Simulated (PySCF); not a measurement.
Electron correlation in V²⁺ (vanadium, charge +2)

[Ar] 3d2 4s1, high-spin 4F determinant (an excited configuration). Calculation: PySCF 2.14, in aug-cc-pVTZ with one added diffuse shell each of s, p, d, f, g type (9s8p6d4f3g, 118 functions); no relativity, point nucleus. Frozen: [Ar]; 3 electrons correlated.

MP2 pair energies summed by pair of shells (mhartree):

```csv
pair,energy,share (%)
3d-4s,-6.18,58.3
3d-3d,-4.43,41.7
```

Total MP2 correlation energy: -10.60 mhartree.

Same-spin part -10.60 and opposite-spin part 0.00 mhartree; SCS-MP2 scales them by 1/3 and 6/5 to -3.53 mhartree.
